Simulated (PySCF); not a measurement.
Gas-phase reaction: 2 Sn2O2 + 3 Sn(OH)2 + F2 ⇌ 5 SnO2 + 2 SnH3F

Energies from PySCF (xtb for GFN2), thermal terms from the rigid-rotor harmonic-oscillator model, ideal gas at 1 bar. † marks an energy on the PBE0/def2-TZVP geometry and frequencies; other levels use their own. MP2 and CCSD(T) freeze the core. All species are closed-shell singlets. Sn: scalar-relativistic def2 core potential, no spin-orbit coupling. Sn2O2, Sn(OH)2, SnO2, SnH3F: computed as isolated molecules; such fragments, hydroxides, amides, oligomers or adducts are transient or little studied in the gas. MP2 isn't extrapolated to the basis-set limit; its ΔH°(298 K) is 1434.1 kJ in def2-SVP and 1400.2 kJ in def2-TZVPP. CCSD(T) isn't extrapolated to the basis-set limit; its ΔH°(298 K) is 1551.0 kJ in def2-SVP and 1459.0 kJ in def2-TZVPP. The harmonic model lacks anharmonicity and excited electronic states, which grow with temperature; levels with a mode under 35 cm⁻¹ are left out. Internal rotation in Sn(OH)2 is treated as a harmonic vibration of one conformer, which makes the entropy rough. Warning, large T1 diagnostic: Sn2O2, SnO2 (CCSD(T)/def2-SVP†, CCSD(T)/def2-TZVPP†).

| level | ΔE electronic, kJ | ΔH°(298 K), kJ | ΔS°(298 K), J/K | ΔG°(2000 K), kJ |
|---|---|---|---|---|
| BLYP/def2-TZVP† | 1396 | 1337 | 94 | 1145 |
| CCSD(T)/def2-SVP† | 1610 | 1551 | 94 | 1359 |
| CCSD(T)/def2-TZVPP† | 1518 | 1459 | 94 | 1267 |
| GFN2-xTB | 1619 | 1564 | 95 | 1378 |
| HF/def2-TZVP† | 1909 | 1850 | 94 | 1658 |
| M06-2X/def2-TZVP† | 1713 | 1655 | 94 | 1463 |
| MP2/def2-SVP† | 1493 | 1434 | 94 | 1242 |
| PBE/def2-TZVP† | 1403 | 1344 | 94 | 1152 |
| ωB97M-V/def2-TZVP† | 1684 | 1625 | 94 | 1433 |
ΔH° is lowest at BLYP/def2-TZVP† and highest at HF/def2-TZVP†. No reference value is set beside these.
